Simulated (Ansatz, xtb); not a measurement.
C3H2FNO2: 4 structures ranked

4 gas-phase structures of C3H2FNO2, from a drawn sample of its isomers (lower ones may exist). Each was relaxed with GFN2-xTB; where two conformers were screened, the lower at r2SCAN-D4/def2-SVP is listed:

A. `O=C1ONC=C1F`, a singlet
B. `Oc1cc(F)no1`, a singlet
C. `N#C[C@H](F)C(=O)O`, a singlet
D. `N#C[C@H](F)OC=O`, a singlet

Question: Make a reasoned guess at their ranking by r2SCAN-D4/def2-SVP single-point energy.

Answer: Calculated order at r2SCAN-D4/def2-SVP: C (0.0), D (7.7), B (21.1), A (26.6) kcal/mol.

Energies above the lowest of each column, in kcal/mol; the last columns are at PBE-D3(BJ)/def2-SVP geometries and were run for some of them only (a dash: not run or not comparable):

```csv
structure,GFN2-xTB,HF/STO-3G,r2SCAN-D4/def2-SVP,PBE-D3(BJ)/def2-SVP,CCSD(T)/def2-SVP + ΔMP2/def2-TZVPP
C,7.7,4.4,0.0,0.0,0.0
D,13.3,2.6,7.7,7.1,7.3
B,0.0,0.0,21.1,19.1,31.5
A,12.4,21.3,26.6,–,–
```

CCSD(T)/def2-SVP + ΔMP2/def2-TZVPP puts C lowest of those it was run on; GFN2-xTB picks B, HF/STO-3G picks B. Flexible structures stand in one conformer each, not always the lowest. Frequencies (PBE-D3(BJ)/def2-SVP) were run for B, C, D alone. The ΔMP2 step shifts differences by up to 5.1 kcal/mol, which makes them less sure. ΔMP2 is the change of the MP2 energy from the smaller to the larger basis.

Over these structures GFN2-xTB departs from r2SCAN-D4/def2-SVP by 12.2 kcal/mol on average once a common shift is removed. A GFN2-xTB relaxation took about 0.09 s and the r2SCAN-D4/def2-SVP energy about 1.5 s on a shared host (Ansatz 0.2.0, xtb 6.7.1).
